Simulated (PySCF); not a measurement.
# Name the molecule from its bond curve

A diatomic of charge 0 contains Zn. Its doublet curve at PBE0 in a double-zeta basis (no relativity, PySCF), in eV from the separated fragments:

R (Å), E (eV) and a bar:
```
    2.217     -0.277 ##############################
    2.320     -0.392 #############
    2.423     -0.455 ####
    2.501     -0.477 #
    2.578     -0.483 
    2.655     -0.477 #
    2.759     -0.456 ####
    2.887     -0.416 ##########
    3.042     -0.361 ##################
    3.248     -0.287 #############################
```

The fit gives ωe = 295 cm⁻¹ and the rotational constant Bₑ = 0.4025 cm⁻¹.

Which atom is the partner?

The minimum lies at 2.574 Å, so the reduced mass is 16.8576 u Å² cm⁻¹/(Bₑ·Re²) = 6.321 u. With Zn at 63.93 u the partner weighs about 7.0 u: Li. The molecule is LiZn.

The state was picked by a PBE0 search and need not be the measured ground state.
